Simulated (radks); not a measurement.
Coulomb parameter of the 4d shell of the rhodium ion Rh+ in the model configuration [Kr] 4d7 5s1, as a second difference U = [E(n + 0.25) + E(n - 0.25) - 2 E(n)] / (0.25)^2 with all orbitals relaxed. "Bare": the charge of the atom changes with n. "Screened": the 5s shell takes up the change at fixed total charge, which measures U(4d,4d) + U(5s,5s) - 2 U(4d,5s). Calculated with a radial shooting solver on a logarithmic mesh with Libxc functionals: scalar-relativistic Kohn-Sham, r2SCAN, spin-unpolarised, spherical densities, finite nucleus; meta-GGA in the generalised Kohn-Sham scheme; Fermi nuclear charge, rms radius 4.4945 fm.

case                 configuration  E - E(n) (eV)
start                 [Kr] 4d7 5s1          0.000
bare +0.25         [Kr] 4d7.25 5s1         -3.856
bare -0.25         [Kr] 4d6.75 5s1          4.597
screened +0.25  [Kr] 4d7.25 5s0.75         -1.182
screened -0.25  [Kr] 4d6.75 5s1.25          1.280

U(bare) = 11.856 eV, U(screened by 5s) = 1.579 eV, against the Slater integral F0(4d,4d) = 16.829 eV with frozen orbitals.
